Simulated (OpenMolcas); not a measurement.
An OpenMolcas run meant for P²⁺ (ANO-R3, X2C; inactive shells 1s 2s 2p; intended active space 3 electrons in 9 orbitals (RAS2 3s 3p; RAS3 3d, at most 2 electrons)). One step of its input:

```
&CASPT2
Multistate=3 1 2 3
Frozen=1 0
IPEA=0.25
Shift=2.0
MaxIter=60
WThr=0.0 0.3 0.05
PrWF=0.5
NoMix
```

The run finished. Its levels beside those of a sound run (SS-RASPT2, IPEA 0.25 Eh, imaginary shift 0.1 Eh (closed shells correlated: 2s 2p)), in cm-1 above each run's lowest level:

| Level | This run | Usual run |
| --- | --- | --- |
| 3s2 3p 2P* 1/2 | 0.0 | 0.0 |
| 3s2 3p 2P* 3/2 | 498 | 498 |
| 3s 3p2 4P 1/2 | 56162 | 56373 |
| 3s 3p2 4P 3/2 | 56336 | 56547 |
| 3s 3p2 4P 5/2 | 56619 | 56831 |
| 3s 3p2 2D 3/2 | 75098 | 74674 |
| 3s 3p2 2D 5/2 | 75113 | 74689 |
| 3s 3p2 2S 1/2 | 101152 | 100374 |
| 3s 3p2 2P 1/2 | 109792 | 109206 |
| 3s 3p2 2P 3/2 | 110110 | 109524 |

Q: Which setting is unsound, and how much does it matter here?

A: The level shift is far above the usual 0.1 to 0.3 hartree and damps the second-order energy. Against the sound run the excited levels shown move by 380 cm-1 on average and by 780 cm-1 at most.

Active for correlation alone: 3d; no level in the range computed is led by a configuration that fills it, so any true level of that kind is missing. Some terms mix strongly with configurations of 3d, whose occupation reaches 0.22 (3s 3p2 2D). Levels of configurations outside the active space are missing.

* marks odd parity.
